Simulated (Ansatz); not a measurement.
Reaction (formal exchange of groups at a Ga–Si bond): `[AlH2][SiH2][SiH2][GaH2]` + SiH₄ → `[SiH3][GaH2]` + `[AlH2][SiH2][SiH3]`

Computed with Ansatz on PBE0-D4/def2-TZVP structures; ΔE is electronic, products minus reactants. CBS: MP2 limit from def2 TZ/QZ plus the TZ coupled-cluster correction, frozen cores. This one scheme is used for every species. Functionals use def2-TZVPP. HSE06 is defined as in plane-wave codes. For Ga outer-core shells are correlated without core-valence functions, which leaves a few kJ/mol of doubt a bond. Scalar relativity is left out up to krypton. Each species was taken in one conformer, which may not be the lowest.

Problem. Is it downhill or uphill in electronic energy at CCSD(T)/CBS, and by how much? (An estimate is asked.)

Solution. The calculation gave: Uphill: ΔE = +15.0 kJ/mol.

Problem. What do these levels give: PBE-D4, HSE06-D4, BHLYP-D4, CAM-B3LYP-D4, PBE0, CCSD/def2-TZVPP? (Best estimate.)

Solution. Ansatz gave: PBE-D4 16.3, HSE06-D4 15.2, BHLYP-D4 14.6, CAM-B3LYP-D4 12.0, PBE0 12.2, CCSD/def2-TZVPP 13.0 kJ/mol.

Largest T1 diagnostic among the species: 0.014.

In def2-TZVPP, CCSD(T) changes the Hartree–Fock value by +8.2 kJ/mol (the triples alone add +2.1 kJ/mol) and MP2 by +11.5 kJ/mol. The D4 term adds +4.6 kJ/mol with B3LYP and +2.7 kJ/mol with PBE0; it sums over pairs of atoms, weighted by their polarisabilities, and B3LYP, whose exchange is more repulsive, gets the larger term.

B3LYP here is the variant with VWN-RPA as its local correlation; programs differ in this.
